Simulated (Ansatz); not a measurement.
## Relaxing a trial structure of AlFH3PSn

The starting geometry of this gas-phase singlet was optimised with GFN2-xTB.

```xyz
7

Al   -2.5939    0.7583    1.2290
F    -3.9521    1.6446    0.9144
P    -0.7759    1.6553    2.3379
Sn    0.7711    2.1711    0.4423
H     1.2972    0.4421    0.3755
H    -2.7429   -0.6738    0.7217
H    -1.4211    2.9094    2.3527
```

Predict what it relaxes into with r2SCAN-D4/def2-SVP.

New bonds form, giving a structure with H5 bridging Al1 and Sn4, given below by its coordinates. Contacts that close: Al1–Sn4 (3.73 → 2.96 Å), Al1–H5 (4.00 → 1.87 Å).

The energy falls by 0.49 eV over 24 steps:

```
step  E − E(last) (eV)
   1             0.495
   4             0.366
   6             0.335
   9             0.320
  11             0.288
  14             0.049
  16             0.005
  19             0.001
  21             0.000
  24             0.000
```

Final geometry (Å):

```xyz
7

Al   -2.0426    0.6283    1.0035
F    -3.0360    1.5453    0.0022
P    -0.7849    1.7675    2.6375
Sn    0.4046    2.2063    0.4883
H    -0.4445    0.5491    0.0442
H    -2.3608   -0.8972    1.2504
H    -1.1533    3.1077    2.9474
```

No frequencies were run, so the end isn't proven a minimum. Atoms past krypton carry core potentials, without spin–orbit terms. Run with Ansatz 0.2.0, 100 s on 1 thread of Arm Neoverse V1, with other jobs on the host.
